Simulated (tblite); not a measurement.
Record of a relaxation.

Species: C₇H₈N (doublet state).
Numbering: `[C:1]#[C:2][C@H:3]1[CH:4]=[CH:5][CH2:6][N:7]1[CH3:8]` (hydrogens: H9 on C3; H10 on C4; H11 on C5; H12, H13 on C6; H14, H15, H16 on C8)
Bond orders are those of one Lewis drawing.

Computed with GFN2-xTB (tblite), gas phase: L-BFGS steps from a force-field or distance-geometry start until the largest atomic force falls under 0.01 eV/Å. 5 of its 98 geometries are shown.

Step 0: E = -592.0959 eV, largest atomic force 2.985 eV/Å
```
atom  x, y, z in Å  |  force x, y, z in eV/Å
C1     -0.783    2.559   -1.266   -0.103   0.352  -0.327
C2     -0.608    1.751   -0.405   -0.002   0.641   0.324
C3     -0.344    0.769    0.662   -1.034  -0.499   0.786
C4     -1.571   -0.114    0.755   -0.926  -0.746  -0.098
C5     -1.432   -1.085   -0.158   -0.707   0.301   0.148
C6     -0.127   -0.822   -0.882   -0.757  -1.851  -0.102
N7      0.560   -0.196    0.188   -0.165   0.230  -0.384
C8      1.923   -0.074    0.272    2.408  -0.089   1.762
H9     -0.059    1.219    1.609    0.169   0.241   0.012
H10    -2.409   -0.019    1.456    0.608   0.224  -0.461
H11    -2.117   -1.903   -0.380    0.324   0.464   0.056
H12     0.332   -1.759   -1.259    0.041   0.624   0.186
H13    -0.365   -0.119   -1.693    0.331  -0.114  -0.242
H14     2.344   -1.016    0.732   -0.134   0.478  -0.387
H15     2.189    0.733    1.012   -0.162  -0.523  -0.802
H16     2.460    0.083   -0.651    0.108   0.264  -0.470
```

Step 24: E = -592.7372 eV, largest atomic force 0.313 eV/Å
```
atom  x, y, z in Å  |  force x, y, z in eV/Å
C1     -0.917    2.917   -0.725    0.025   0.259  -0.086
C2     -0.601    1.988   -0.044    0.057  -0.246   0.185
C3     -0.380    0.716    0.729    0.031   0.036  -0.079
C4     -1.661   -0.052    0.600    0.050   0.081  -0.016
C5     -1.500   -1.045   -0.265   -0.060  -0.035   0.020
C6     -0.073   -1.127   -0.721   -0.056  -0.008  -0.004
N7      0.562   -0.134    0.096    0.005  -0.046  -0.033
C8      1.976    0.030    0.109    0.028  -0.023   0.007
H9     -0.046    0.981    1.741   -0.179   0.053  -0.051
H10    -2.572    0.283    1.069    0.118  -0.086  -0.053
H11    -2.257   -1.716   -0.628    0.033  -0.032   0.021
H12     0.388   -2.108   -0.532   -0.096  -0.010  -0.085
H13     0.013   -0.914   -1.806    0.010  -0.017   0.190
H14     2.436   -0.920    0.414    0.096   0.096  -0.037
H15     2.247    0.802    0.829    0.005  -0.037  -0.078
H16     2.377    0.306   -0.877   -0.068   0.016   0.098
```

Step 48: E = -592.8306 eV, largest atomic force 0.102 eV/Å
```
atom  x, y, z in Å  |  force x, y, z in eV/Å
C1     -0.435    3.037   -0.542   -0.006  -0.051  -0.047
C2     -0.417    1.973    0.005    0.043  -0.070   0.051
C3     -0.418    0.667    0.739   -0.076   0.018   0.009
C4     -1.712   -0.042    0.500   -0.050  -0.035  -0.066
C5     -1.515   -1.114   -0.255    0.034  -0.011  -0.074
C6     -0.066   -1.241   -0.603    0.043   0.037  -0.032
N7      0.552   -0.272    0.267   -0.020   0.038   0.001
C8      1.906    0.123    0.027    0.007   0.000   0.009
H9     -0.236    0.916    1.793    0.018   0.021   0.029
H10    -2.654    0.340    0.848    0.020   0.018   0.077
H11    -2.253   -1.805   -0.618   -0.012   0.006  -0.004
H12     0.364   -2.235   -0.423   -0.096   0.009   0.032
H13     0.088   -1.006   -1.673    0.026  -0.014   0.043
H14     2.555   -0.744    0.173    0.038   0.042  -0.046
H15     2.180    0.900    0.739    0.030  -0.016  -0.021
H16     2.055    0.512   -0.990    0.000   0.008   0.037
```

Step 73: E = -592.8495 eV, largest atomic force 0.066 eV/Å
```
atom  x, y, z in Å  |  force x, y, z in eV/Å
C1     -0.383    2.929   -0.642   -0.008   0.043  -0.027
C2     -0.394    1.930    0.016    0.011  -0.055   0.035
C3     -0.417    0.645    0.781   -0.008   0.022  -0.038
C4     -1.714   -0.044    0.510   -0.022   0.003  -0.008
C5     -1.518   -1.085   -0.287    0.007  -0.016   0.010
C6     -0.059   -1.243   -0.580   -0.014   0.001  -0.027
N7      0.561   -0.299    0.323   -0.014  -0.011  -0.013
C8      1.889    0.149    0.022    0.024   0.004  -0.005
H9     -0.247    0.909    1.833    0.010  -0.006   0.003
H10    -2.649    0.340    0.872   -0.021   0.012   0.012
H11    -2.260   -1.748   -0.692    0.009   0.002   0.009
H12     0.307   -2.257   -0.378    0.005   0.013  -0.008
H13     0.153   -1.013   -1.640    0.012  -0.013   0.052
H14     2.571   -0.702    0.054   -0.003  -0.016  -0.025
H15     2.200    0.880    0.766   -0.004   0.001   0.018
H16     1.952    0.618   -0.969    0.015   0.017   0.011
```

Step 97: E = -592.8550 eV, largest atomic force 0.009 eV/Å
```
atom  x, y, z in Å  |  force x, y, z in eV/Å
C1     -0.398    2.915   -0.701    0.001  -0.008   0.003
C2     -0.401    1.928   -0.024   -0.004   0.005  -0.001
C3     -0.418    0.657    0.764   -0.001  -0.003   0.004
C4     -1.715   -0.040    0.507   -0.001   0.003  -0.001
C5     -1.516   -1.093   -0.273    0.002   0.005  -0.001
C6     -0.059   -1.247   -0.571    0.005   0.000   0.003
N7      0.559   -0.294    0.323    0.001   0.000   0.002
C8      1.892    0.151    0.036    0.003   0.002   0.000
H9     -0.245    0.940    1.810   -0.004  -0.001  -0.005
H10    -2.650    0.346    0.869   -0.001  -0.002   0.000
H11    -2.255   -1.768   -0.665   -0.003   0.002   0.006
H12     0.315   -2.257   -0.363    0.001   0.001   0.000
H13     0.150   -1.025   -1.631    0.002   0.001  -0.005
H14     2.536   -0.718   -0.099    0.001  -0.001   0.000
H15     2.260    0.741    0.874   -0.005  -0.005  -0.003
H16     1.937    0.773   -0.868    0.001   0.000  -0.001
```

Task: Summarise the path.

Result: The energy falls by 0.7590 eV from step 0 to step 97; nine tenths of that is first reached at step 35. It falls at every step. The largest force goes from 2.985 to 0.009 eV/Å. Among the bonds N7–C8 changes most, from 1.372 to 1.434 Å; the atoms move by 0.610 Å rms after alignment.

Task: Follow the three bonds and two angles with the largest change from start to end.

Result: 
```
step  E above end (eV)  largest force (eV/Å)  N7–C8 (Å)  C8–H14 (Å)  C8–H15 (Å)  C2–C3–H9 (°)  C6–N7–C8 (°)
   0            0.7590                 2.985      1.372       1.130       1.126         113.7         124.5
   4            0.4801                 0.513      1.427       1.095       1.089         108.7         127.0
   8            0.4063                 0.365      1.425       1.098       1.087         106.4         126.1
  13            0.2878                 0.509      1.431       1.100       1.095         107.8         124.3
  17            0.2030                 0.377      1.429       1.098       1.087         110.9         123.0
  21            0.1429                 0.264      1.422       1.097       1.087         109.4         122.0
  25            0.1126                 0.445      1.424       1.095       1.088         107.9         121.7
  30            0.0924                 0.227      1.424       1.097       1.089         105.8         122.0
  34            0.0792                 0.124      1.429       1.097       1.086         107.1         121.4
  38            0.0641                 0.183      1.431       1.094       1.091         106.3         121.4
  42            0.0462                 0.223      1.432       1.093       1.090         106.1         120.9
  46            0.0280                 0.145      1.430       1.093       1.088         105.4         119.1
  51            0.0179                 0.111      1.432       1.092       1.088         106.0         119.0
  55            0.0128                 0.148      1.431       1.092       1.088         105.4         118.7
  59            0.0104                 0.053      1.433       1.091       1.088         106.1         118.7
  63            0.0081                 0.061      1.433       1.091       1.088         106.5         118.4
  67            0.0064                 0.066      1.434       1.092       1.089         106.3         118.3
  72            0.0057                 0.055      1.433       1.091       1.088         106.3         118.1
  76            0.0039                 0.051      1.434       1.091       1.089         106.5         118.3
  80            0.0025                 0.044      1.434       1.090       1.089         106.5         118.4
  84            0.0016                 0.038      1.434       1.091       1.089         106.6         118.6
  89            0.0005                 0.038      1.434       1.090       1.090         106.3         118.7
  93            0.0001                 0.022      1.434       1.090       1.089         106.4         118.6
  97            0.0000                 0.009      1.434       1.090       1.090         106.3         118.6
```

The cost below is that of the whole relaxation. Time: 0.57 s of wall time. Hardware: an AMD EPYC 9B14 with one thread, no GPU, on a shared host.
